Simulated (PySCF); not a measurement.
HOSi, charge +1, multiplicity 1. Atoms are numbered in the order given.

```xyz
3

O      0.0000     0.0000     0.8973
Si     0.0000     0.0000    -0.6459
H      0.0000     0.0000     1.8646
```
Charge +1, spin multiplicity 1.

Coordinates come from a B3LYP-D3(BJ)/def2-TZVPD optimisation. The isomer is the one that the SMILES or the coordinates give; other isomers of the formula were not compared.

Method: B3LYP-D3(BJ)/def2-TZVPD (PySCF 2.14.0).

Frequencies are harmonic and unscaled.

Modes within 1.5 cm⁻¹ of each other (mostly degenerate sets) share a row, with their intensities summed.

```tsv
mode	ν (cm⁻¹)	IR (km/mol)	Raman (Å⁴/amu)	depolarisation	moving atoms (share of kinetic energy)
1–2	363	457.2	0.7	0.75	H 85 %, O 14 %
3	1120	134.6	18.3	0.25	O 58 %, Si 38 %
4	3784	521.0	109.1	0.24	H 93 %
```
